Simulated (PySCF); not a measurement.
Computed Raman spectrum (relative Raman activity) of a molecule C₅H₅Cl. Geometry optimised at PBE0-D3(BJ)/def2-SVP. The values are those of a single conformer. Computed with PBE0-D3(BJ)/def2-SVP (PySCF 2.14.0). Frequencies are harmonic and unscaled.

Lines under 2 % of the strongest are left out, and lines within 2 cm⁻¹ are merged.

```json
[
 {"ν (cm⁻¹)": "478", "relative intensity": "2.6"},
 {"ν (cm⁻¹)": "883", "relative intensity": "2.7"},
 {"ν (cm⁻¹)": "953", "relative intensity": "2.9"},
 {"ν (cm⁻¹)": "998", "relative intensity": "3.0"},
 {"ν (cm⁻¹)": "1077", "relative intensity": "3.1"},
 {"ν (cm⁻¹)": "1107", "relative intensity": "3.7"},
 {"ν (cm⁻¹)": "1160", "relative intensity": "7.6"},
 {"ν (cm⁻¹)": "1368", "relative intensity": "13"},
 {"ν (cm⁻¹)": "1397", "relative intensity": "6.0"},
 {"ν (cm⁻¹)": "1605", "relative intensity": "26"},
 {"ν (cm⁻¹)": "3048", "relative intensity": "100"},
 {"ν (cm⁻¹)": "3090", "relative intensity": "60"},
 {"ν (cm⁻¹)": "3243", "relative intensity": "35"},
 {"ν (cm⁻¹)": "3265", "relative intensity": "50"},
 {"ν (cm⁻¹)": "3270", "relative intensity": "48"}
]
```

Problem. Which structure fits?
(A) C=C(Cl)C#CC
(B) ClC1=CCC=C1
(C) C#CCC(=C)Cl
(D) C=CC=C=CCl

Solution. B, ClC1=CCC=C1
